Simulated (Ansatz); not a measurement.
Reactions of `CO[SiH2]C#C[SiH](C)OC`.

Computed with Ansatz on PBE0-D4/def2-TZVP structures; ΔE is electronic, products minus reactants. CBS: MP2 limit from def2 TZ/QZ plus the TZ coupled-cluster correction, frozen cores. This one scheme is used for every species. DFT in def2-TZVPP. Each species was taken in one conformer, which may not be the lowest.

| reaction | B2PLYP (kJ/mol) | HF/CBS(def2) (kJ/mol) |
| --- | --- | --- |
| `CO[SiH2]C#C[SiH](C)OC` + `O[SiH](O)F` → `CO[SiH2]O[SiH](O)F` + `C#C[SiH](C)OC` | -87 | -101 |
| `CO[SiH2]C#C[SiH](C)OC` + `O[SiH](O)F` → `CO[SiH2][Si](O)(O)F` + `C#C[SiH](C)OC` | 66 | 74 |
| `CO[SiH2]C#C[SiH](C)OC` + `O[SiH2]S` → `CO[SiH2]S[SiH2]O` + `C#C[SiH](C)OC` | -31 | -18 |
| `CO[SiH2]C#C[SiH](C)OC` + HCl → `CO[SiH2]Cl` + `C#C[SiH](C)OC` | -68 | -75 |
| `CO[SiH2]C#C[SiH](C)OC` + `BN` → `BN[SiH2]OC` + `C#C[SiH](C)OC` | -8 | -17 |

Question: Give the CCSD(T)/CBS values in the same order. (Best estimate.)

Answer: Computed: -89, 63, -39, -67, -11 kJ/mol.

Largest T1 diagnostic: 0.012, for `BN`.
